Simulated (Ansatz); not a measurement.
Stepwise reaction of `C[O][Sn]([OH])([F])[F]` with hydrogen chloride, as a gas-phase model of exchange steps in deposition or etching. ΔE in kJ/mol.

Program: Ansatz. Geometries: PBE0-D4/def2-TZVP. ΔE: electronic, gas phase. CCSD(T)/CBS adds triple-zeta CCSD(T) − MP2 to the extrapolated MP2 energy (def2 sets, frozen cores). This one scheme is used for every species. DFT in def2-TZVPP. B3LYP here is the variant with VWN-RPA as its local correlation; programs differ in this. Elements past krypton have def2 core potentials. For Sn outer-core shells are correlated without core-valence functions, which leaves a few kJ/mol of doubt a bond. Each species was taken in one conformer, which may not be the lowest.

```csv
step,reaction,PBE-D4,B3LYP-D4,ωB97M-V,CCSD(T)/CBS
2,`C[O][Sn]([OH])([F])[Cl]` + HCl → `C[O][Sn]([OH])([Cl])[Cl]` + H–F,-35.0,-34.6,-34.4,-38.8
```

Question: Give the row of step 1, `C[O][Sn]([OH])([F])[F]` + HCl → `C[O][Sn]([OH])([F])[Cl]` + H–F. (Estimate.)

Answer: Computed: 
```json
{"step": "1", "reaction": "`C[O][Sn]([OH])([F])[F]` + HCl → `C[O][Sn]([OH])([F])[Cl]` + H–F", "PBE-D4": "-37.7", "B3LYP-D4": "-37.4", "ωB97M-V": "-37.6", "CCSD(T)/CBS": "-41.5"}
```

Question: By hand: ΔE of the 2 steps together at CCSD(T)/CBS.

Answer: (-41.5) + (-38.8) = -80.3 kJ/mol, or -40.1 kJ/mol a step.

In ΔE the steps differ by no more than 2.7 kJ/mol. All are downhill at CCSD(T)/CBS. PBE-D4 differs from CCSD(T)/CBS by 3.8 to 3.8 kJ/mol a step. Isolated molecules leave out the surface, adducts and barriers. Largest T1 diagnostic: 0.015.
